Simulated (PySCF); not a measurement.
C₃H₃, doublet, at a GFN2-xTB geometry; PySCF with CAMB3LYP/6-311G**.

PySCF was given this input:
```python
from pyscf import gto, scf, dft

mol = gto.Mole()
mol.atom = '''
    C     0.016669   -0.110918    0.826671
    C     0.004089   -0.699050   -0.533825
    C    -0.021629    0.582254   -0.592081
    H     0.937550   -0.073548    1.395990
    H    -0.884396   -0.108661    1.428017
    H    -0.047925    1.548496   -1.028600
'''
mol.basis = '6-311g**'
mol.charge = 0
mol.spin = 1
mol.verbose = 4
mol.build()

mf = dft.UKS(mol)
mf.xc = 'camb3lyp'
mf.kernel()
```

Q: Write the output that PySCF gives for this input, abridged.

A: 
```
PySCF version 2.14.0

[INPUT] verbose = 4
[INPUT] num. atoms = 6
[INPUT] num. electrons = 21
[INPUT] charge = 0
[INPUT] spin (= nelec alpha-beta = 2S) = 1
[INPUT] symmetry False subgroup None
[INPUT] Mole.unit = angstrom
[INPUT] Symbol           X                Y                Z      unit          X                Y                Z       unit  Magmom
[INPUT]  1 C      0.016669000000  -0.110918000000   0.826671000000 AA    0.031499844770  -0.209604642285   1.562181785120 Bohr   0.0
[INPUT]  2 C      0.004089000000  -0.699050000000  -0.533825000000 AA    0.007727090123  -1.321013047377  -1.008783048446 Bohr   0.0
[INPUT]  3 C     -0.021629000000   0.582254000000  -0.592081000000 AA   -0.040872886348   1.100300594933  -1.118870933559 Bohr   0.0
[INPUT]  4 H      0.937550000000  -0.073548000000   1.395990000000 AA    1.771712728086  -0.138985577010   2.638038772632 Bohr   0.0
[INPUT]  5 H     -0.884396000000  -0.108661000000   1.428017000000 AA   -1.671266225661  -0.205339530421   2.698561031223 Bohr   0.0
[INPUT]  6 H     -0.047925000000   1.548496000000  -1.028600000000 AA   -0.090565124520   2.926233344985  -1.943772291728 Bohr   0.0

nuclear repulsion = 57.5084703648827
number of shells = 36
number of NR pGTOs = 117
number of NR cGTOs = 72
basis = 6-311g**
ecp = {}

******** <class 'pyscf.dft.uks.UKS'> ********
method = UKS
initial guess = minao
damping factor = 0
level_shift factor = 0
DIIS = <class 'pyscf.scf.diis.CDIIS'>
diis_start_cycle = 1
diis_space = 8
diis_damp = 0
SCF conv_tol = 1e-09
SCF conv_tol_grad = None
SCF max_cycles = 50
direct_scf = True
direct_scf_tol = 1e-13
number electrons alpha = 11  beta = 10
XC library pyscf.dft.libxc version 7.1.2
    S. Lehtola, C. Steigemann, M. J. T. Oliveira, and M. A. L. Marques,  SoftwareX 7, 1–5 (2018)
XC functionals = camb3lyp
    T. Yanai, D. P. Tew, and N. C. Handy,  Chem. Phys. Lett. 393, 51 (2004)
radial grids:
    Treutler-Ahlrichs [JCP 102, 346 (1995); DOI:10.1063/1.469408] (M4) radial grids

becke partition: Becke, JCP 88, 2547 (1988); DOI:10.1063/1.454033
pruning grids: <function nwchem_prune>
grids dens level: 3
symmetrized grids: False
atomic radii adjust function: <function treutler_atomic_radii_adjust>
small_rho_cutoff = 0
Set gradient conv threshold to 3.16228e-05
tot grids = 71784
init E= -116.348844461236

cycle= 1 E= -115.877018719544  delta_E= 0.472  |g|= 0.142  |ddm|= 1.39
cycle= 2 E= -115.883905161343  delta_E= -0.00689  |g|= 0.133  |ddm|= 0.251
cycle= 3 E= -115.892113850605  delta_E= -0.00821  |g|= 0.0403  |ddm|= 0.127
cycle= 4 E= -115.893174718849  delta_E= -0.00106  |g|= 0.0186  |ddm|= 0.0408
cycle= 5 E= -115.893472369259  delta_E= -0.000298  |g|= 0.00665  |ddm|= 0.0228
cycle= 6 E= -115.893571344789  delta_E= -9.9e-05  |g|= 0.00372  |ddm|= 0.0143
cycle= 7 E= -115.89361325078  delta_E= -4.19e-05  |g|= 0.00226  |ddm|= 0.00919
cycle= 8 E= -115.893631714961  delta_E= -1.85e-05  |g|= 0.001  |ddm|= 0.00751
cycle= 9 E= -115.893637136127  delta_E= -5.42e-06  |g|= 0.000438  |ddm|= 0.00434
cycle= 10 E= -115.893638296828  delta_E= -1.16e-06  |g|= 0.000162  |ddm|= 0.00217
cycle= 11 E= -115.893638420151  delta_E= -1.23e-07  |g|= 5.52e-05  |ddm|= 0.000687
cycle= 12 E= -115.893638430715  delta_E= -1.06e-08  |g|= 2.61e-05  |ddm|= 0.0002
cycle= 13 E= -115.893638432336  delta_E= -1.62e-09  |g|= 1.24e-05  |ddm|= 8.24e-05
cycle= 14 E= -115.893638432553  delta_E= -2.17e-10  |g|= 4.39e-06  |ddm|= 3.02e-05
Extra cycle  E= -115.893638432579  delta_E= -2.61e-11  |g|= 4.02e-06  |ddm|= 7.62e-06
converged SCF energy = -115.893638432579  <S^2> = 0.75905577  2S+1 = 2.0090354
```
